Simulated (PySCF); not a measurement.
# Telling isomers of C5H5N3O2 apart by NMR

- PBE0/pcSseg-1 with gauge-including orbitals
- structure optimised with GFN2-xTB
- run in PySCF 2.14.0 with density-fitted response routines
- single conformer, rapidly exchanging positions averaged, no solvent, no relativistic terms

References, each an isolated molecule treated in the same way: $^{1}$H and $^{13}$C vs TMS. Where no couplings were computed, multiplicities follow the n + 1 count of equivalent neighbours, and m marks all less simple cases (inequivalent or close neighbours, rings, F or P nearby). Shifts are as computed. Against solution values, carbons near 30 ppm lie about +3 ppm off and those near 130 ppm about +5 ppm. Of 1211 compounds with measured shifts, 218 miss one by over three times the rms of a fit or turn the order of signals round; such compounds aren't used in these exercises.

(1) Tabulate the signals of `COC(=O)c1ccnnn1`, `COC(=O)c1cnncn1` and their relative energies.

(2) What is the quickest way to tell COC(=O)c1ccnnn1 from COC(=O)c1cnncn1?

## Answers

(1) 
```tsv
SMILES	carbon types	δC	δH	E rel. (kcal/mol)
COC(=O)c1ccnnn1	2×C 2×CH 1×CH3	173.1, 155.2, 151.8, 123.4, 55.2	9.59 (d, 1H), 8.13 (d, 1H), 4.37 (s, 3H)	16.9
COC(=O)c1cnncn1	2×C 2×CH 1×CH3	173.5, 163.6, 155.7, 149.1, 55.2	10.42 (s, 1H), 10.34 (s, 1H), 4.29 (s, 3H)	0.0
```

Energies are electronic energies at PBE0/pcSseg-1 on these geometries, without zero-point or thermal terms, each for the one conformer computed, which needn't be the lowest.

(2) Both give the same number of carbon signals, with the same numbers of each carbon type, so the positions decide. The first has an aromatic CH at 123.4 ppm, the second an aromatic CH between two ring heteroatoms at 163.6 ppm. Their most deshielded carbons lie at 173.1 and 173.5 ppm. In the proton spectra the most deshielded non-exchanging signals are 9.59 (d, 1H) and 10.42 (s, 1H).
